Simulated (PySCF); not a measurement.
Isomers of C6H13NO. Theory: PySCF 2.14.0, PBE0-D3(BJ)/def2-SVP geometry optimisation, gas phase. Energies are electronic, without zero-point or thermal terms, for one conformer each. No frequencies were run at this level. Point groups hold within 0.08 Å.

Question: Rank from lowest to highest electronic energy at this level (kcal/mol).
A. `[CH3:1][C:2](=[O:3])[NH:4][C:5]([CH3:6])([CH3:7])[CH3:8]` with C1–C2–N4–C5 -179°
B. `[CH3:1][O:2]/[CH:3]=[C:4](/[CH3:5])[C@@H:6]([CH3:7])[NH2:8]` with C1–O2–C3–C4 158°, C3–C4–C6–C7 108°, C4–C6–N8–H -178° and 65°

Answer: A (0.0), B (44.1).

As drawn, the lower has a C=O bond and a C(=O)–N unit, which the higher lacks; the higher has a C=C bond outside aromatic rings, which the lower lacks.

```json
{"SMILES": "CC(=O)NC(C)(C)C", "E (Eh)": "-365.79284", "E rel (kcal/mol)": "0.0", "dipole (D)": "3.55", "point group": "–", "A, B, C (MHz)": "3308, 1375, 1245"}
{"SMILES": "CO/C=C(/C)[C@@H](C)N", "E (Eh)": "-365.72258", "E rel (kcal/mol)": "44.1", "dipole (D)": "1.88", "point group": "C1", "A, B, C (MHz)": "3059, 1175, 1042"}
```
